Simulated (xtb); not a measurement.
HCl3Si, charge +1, doublet, geometry from GFN2-xTB (a state made from the parent by changing its charge; the spin is typed, not shown lowest). Base run: GFN2-xTB run with xtb 6.7.1.

Geometry (Å):
```xyz
5

Si     0.0177    -0.0102     0.3026
Cl    -1.2753    -1.4817    -0.0939
Cl    -0.6557     1.8440    -0.0184
Cl     1.9102    -0.3504    -0.2423
H      0.1049    -0.0602     1.7921
```
Charge +1, spin multiplicity 2.
All else is at xtb's defaults.
Base energy -15.47740 Eh.

The base run was repeated with changes; each row names its change, and settings that it needs were set with it.

```
change               ΔE vs base (kJ/mol)  G_solv (kcal/mol)  SCF cycles
-------------------  -------------------  -----------------  ----------
base                                0.00                  -          16
acc = 0.0001                        0.00                  -          22
etemp = 1000                       -3.59                  -          16
acc = 30                            0.00                  -          13
gbsa = water                      -226.2             -56.32          15
acc = 0.1                           0.00                  -          17
alpb = acetonitrile               -212.0             -51.93          15
```

ALPB and GBSA are two models with their own fitted parameters for each solvent, which aren't always the measured dielectric constant.
